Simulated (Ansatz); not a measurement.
Two isomers of CH5ClSiTe: A = `ClC[SiH2][TeH]`, B = `[SiH3]C(Cl)[TeH]`.

Program: Ansatz. Geometries: PBE0-D4/def2-TZVP. ΔE: electronic, gas phase. CBS: MP2 limit from def2 TZ/QZ plus the TZ coupled-cluster correction, frozen cores. DFT in def2-TZVPP. B3LYP here is the variant with VWN-RPA as its local correlation; programs differ in this. def2 core potentials past Kr. For Te outer-core shells are correlated without core-valence functions, which leaves a few kJ/mol of doubt a bond. Each species was taken in one conformer, which may not be the lowest.

Q: Which isomer does CCSD(T)/CBS put lower? Give the gap. (Best estimate.)

A: The calculation gave: A, by 23.2 kcal/mol.

Q: Give E(B) − E(A) in kcal/mol with MP2/def2-TZVPP, CCSD(T)/def2-TZVPP, PBE0-D4, PBE-D4, HF/def2-TZVPP, r2SCAN-D4, B3LYP. (Estimate.)

A: Computed: MP2/def2-TZVPP 22.9, CCSD(T)/def2-TZVPP 23.0, PBE0-D4 25.5, PBE-D4 24.1, HF/def2-TZVPP 27.6, r2SCAN-D4 25.1, B3LYP 25.0. None reverses the order clearly.

Largest T1 diagnostic: 0.011.

From PBE to PBE0 (25 % exact exchange), in def2-TZVPP and without D4, E(B) − E(A) moves by +1.3 kcal/mol. In def2-TZVPP, CCSD(T) changes the Hartree–Fock value by −4.6 kcal/mol (the triples alone add −0.8 kcal/mol) and MP2 by −4.6 kcal/mol.
